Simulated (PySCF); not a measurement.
The PySCF input:
```python
from pyscf import gto, scf, dft

mol = gto.Mole()
mol.atom = '''
    O    -0.000000   -0.000000   -0.604911
    O     0.000000    0.000000    0.604911
'''
mol.basis = 'aug-cc-pvdz'
mol.charge = 0
mol.spin = 2
mol.verbose = 4
mol.build()

mf = dft.UKS(mol)
mf.xc = 'pbe0'
mf.kernel()
mf.analyze()
```

Question: What does this run give for the <S^2>, number of basis functions?

Answer: 
- <S^2>: 2.010
- number of basis functions: 46

These values belong to the state on which the SCF converged, which isn't shown to be the lowest.
